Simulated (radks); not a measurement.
Results of a calculation; reference values are marked as such.
Problem. These are the eigenvalues of the occupied orbitals of an atom or ion with whole-number occupations (Ry). Code: a radial shooting solver on a logarithmic mesh with Libxc functionals. Model: scalar-relativistic Kohn-Sham, PBE, spin-unpolarised, spherical densities, point nucleus.

orbital  eigenvalue
1s        -5268.709
2s        -914.4894
2p        -798.1197
3s        -212.6607
3p        -178.3532
3d        -139.4924
4s        -45.34742
4p        -34.09659
4d        -19.98812
5s         -7.48729
5p         -4.67871
4f         -4.33072
5d         -1.57407

Which element is it, and in what charge state? The configuration may be excited.

Solution. Z = 75, rhenium, charge +2: Re2+ in [Xe] 4f14 5d5. The list shows which subshells hold electrons but not how many an open one holds; the 1s level, -2634.4 hartree, gives Z - s = 72.6 by -(Z - s)^2/2, which with screening and relativity narrows Z to a few neighbours, and the depths of the outer levels then fix element, charge and occupations together.
